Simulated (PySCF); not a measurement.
# Relaxation of doublet BrH₄

Level of theory: UPBE0/[Br def2-TZVP, H def2-TZVP], no relativity, density fitting, PySCF. A (50,194) grid was used.

A hand-made see-saw start, of C2v symmetry, held to at least that symmetry:

```xyz
5
charge 0 multiplicity 2, angstrom
Br    0.0000    0.0000   -0.0249
H     0.0000    1.4544    0.1023
H     0.0000   -1.4544    0.1023
H     1.1505    0.0000    0.8740
H    -1.1505    0.0000    0.8740
```

What forces act on the atoms at the start (eV/Å)?


```json
{"atom": "Br1", "Fx": "0.00", "Fy": "0.00", "Fz": "-6.76"}
{"atom": "H2", "Fx": "0.00", "Fy": "2.95", "Fz": "0.72"}
{"atom": "H3", "Fx": "0.00", "Fy": "-2.95", "Fz": "0.72"}
{"atom": "H4", "Fx": "1.55", "Fy": "0.00", "Fz": "2.66"}
{"atom": "H5", "Fx": "-1.55", "Fy": "0.00", "Fz": "2.66"}
```

What does it relax to?

It ends at C2v with Br–H 1.644 Å (×2), Br–H 1.672 Å (×2); H–Br–H 79.1°, H–Br–H 84.7° (×4), H–Br–H 166.3°. No frequency check is given, so it may be a saddle point. Other isomers or separated fragments may lie lower.

How much energy is released, and in how many steps?

136.7 kJ/mol in 9 steps.

The relaxation took of the order of 30 core-seconds on a shared host.
